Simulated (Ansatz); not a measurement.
Species: C₄H₅N₂ (charge +1, singlet). It need not be the lowest isomer of its formula. SMILES: c1cnc[nH+]c1
Geometry: optimised at B3LYP-D3(BJ)/def2-TZVP (Ansatz, a program for electronic structure).

Parts of the frozen-core correlation energy in cc-pwCVTZ (Ansatz, hartree). Frozen orbitals: 6; correlated occupied orbitals by spin: 15 and 15; virtual: 307 and 307. Spin-orbit coupling is left out. Non-relativistic.

| term | value |
|---|---|
| reference (HF) | -263.14269 |
| MP2 opposite-spin | -0.75828 |
| MP2 same-spin | ___ |
| CCSD correlation | ___ |
| (T) | ___ |
| T1 diagnostic | 0.016 |
| largest doubles amplitude | 0.072 |

### Question
Complete the blanks.

### Answer

- MP2 same-spin, value: -0.25703
- CCSD correlation, value: -1.03194
- (T), value: -0.05500
